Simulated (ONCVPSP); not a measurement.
Plane-wave convergence, ONCV potential for silver (Ag)

```json
{"Element": "silver", "Generator": "ONCVPSP 4.0.1", "Type": "optimised norm-conserving Vanderbilt (ONCV)", "Functional": "PBE", "Relativity": "scalar-relativistic", "Frozen core": "[Ar] 3d10", "Valence charge": "19", "Reference configuration": "4s2 4p6 4d10 5p1", "Partial waves": "4s: rc 1.05 bohr, ncon 4, nbas 8, qcut 7.3 1/bohr, 3 projectors, debl 0.9 Ha; 4p+5p: rc 1.35 bohr, ncon 4, nbas 8, qcut 12.9 1/bohr, 3 projectors, debl 3.1 Ha; 4d: rc 2.00 bohr, ncon 4, nbas 8, qcut 6.5 1/bohr, 2 projectors, debl 3.3 Ha; f scattering state at 0.06 Ha: rc 2.00 bohr, ncon 4, nbas 8, qcut 5.9 1/bohr, 1 projector", "Local potential": "polynomial inside 0.90 bohr (lpopt 5, dvloc0 5.5 Ha)", "Core correction": "polynomial model core, fcfact 0.3"}
```

In the s channel the program set the typed energies aside and used -3.567, 0.250, 1.150 Ha.

Question: For each optimised wave give the share of its norm inside rc, the residual kinetic energy above qcut (Ha) and the cutoffs (Ha) for errors of 10, 1, 0.1 and 0.01 mHa per electron.

Answer:

```json
{"wave": "4s", "norm inside rc": "0.706", "residual KE": "1.0e-02", "10 mHa": "27.2", "1 mHa": "132.1", "0.1 mHa": "162.8", "0.01 mHa": "222.4"}
{"wave": "s projector 2", "norm inside rc": "0.017", "residual KE": "9.9e-04", "10 mHa": "17.5", "1 mHa": "26.8", "0.1 mHa": "55.6", "0.01 mHa": "138.6"}
{"wave": "s projector 3", "norm inside rc": "0.032", "residual KE": "2.6e-03", "10 mHa": "21.6", "1 mHa": "31.1", "0.1 mHa": "86.7", "0.01 mHa": "165.1"}
{"wave": "4p", "norm inside rc": "0.844", "residual KE": "2.6e-08", "10 mHa": "32.6", "1 mHa": "45.1", "0.1 mHa": "54.8", "0.01 mHa": "62.7"}
{"wave": "5p", "norm inside rc": "0.013", "residual KE": "3.9e-10", "10 mHa": "8.9", "1 mHa": "27.2", "0.1 mHa": "42.5", "0.01 mHa": "53.4"}
{"wave": "p projector 3", "norm inside rc": "0.075", "residual KE": "9.9e-09", "10 mHa": "28.7", "1 mHa": "44.4", "0.1 mHa": "55.3", "0.01 mHa": "63.9"}
{"wave": "4d", "norm inside rc": "0.846", "residual KE": "1.8e-04", "10 mHa": "15.8", "1 mHa": "18.9", "0.1 mHa": "26.2", "0.01 mHa": "58.5"}
{"wave": "d projector 2", "norm inside rc": "0.249", "residual KE": "2.4e-03", "10 mHa": "18.7", "1 mHa": "25.2", "0.1 mHa": "69.0", "0.01 mHa": "79.9"}
{"wave": "f projector 1", "norm inside rc": "0.000", "residual KE": "1.8e-08", "10 mHa": "0.1", "1 mHa": "0.3", "0.1 mHa": "0.7", "0.01 mHa": "3.1"}
```

The occupied waves need 132 Ha and 163 Ha for 1 and 0.1 mHa. Rows with under 1 % of the norm inside rc give no meaningful cutoff.
